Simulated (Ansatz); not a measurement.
Start from `[CH3][In]([F])[SH]` and change one element to get `[CH3][In]([OH])[F]`.

Ansatz, PBE0-D4/def2-TZVP geometries, multiplicity 1. Each molecule was computed in one conformer, which needn't be the lowest.

Elements past krypton have def2 core potentials.

| property | `[CH3][In]([F])[SH]` |
| --- | --- |
| HOMO–LUMO gap (ωB97M-V/def2-TZVPP) / eV | 10.24 |
| HOMO–LUMO gap (B3LYP/def2-TZVPP) / eV | 5.87 |
| HOMO energy (B3LYP/def2-TZVPP) / eV | -7.42 |
| HOMO energy (ωB97M-V/def2-TZVPP) / eV | -9.86 |
| HOMO–LUMO gap (PBE0/def2-TZVPP) / eV | 6.45 |
| HOMO energy (PBE/def2-TZVPP) / eV | -6.45 |

(1) What does the change do to each property? (An estimate is asked.)

Results:

(1) The calculation gave: 
```csv
property,`[CH3][In]([OH])[F]`,shift
HOMO–LUMO gap (ωB97M-V/def2-TZVPP) / eV,11.16,0.92
HOMO–LUMO gap (B3LYP/def2-TZVPP) / eV,6.59,0.72
HOMO energy (B3LYP/def2-TZVPP) / eV,-8.26,-0.84
HOMO energy (ωB97M-V/def2-TZVPP) / eV,-10.74,-0.88
HOMO–LUMO gap (PBE0/def2-TZVPP) / eV,7.18,0.73
HOMO energy (PBE/def2-TZVPP) / eV,-6.99,-0.54
```

With PBE0 the HOMO falls by 0.82 eV and the LUMO falls by 0.10 eV, so the gap widens by about 0.72 eV. PBE moves the HOMO by -0.54 eV and ωB97M-V by -0.88 eV.

B3LYP here is the variant with VWN-RPA as its local correlation; programs differ in this.

Positive LUMOs are unbound, so they and the gaps depend on the basis.
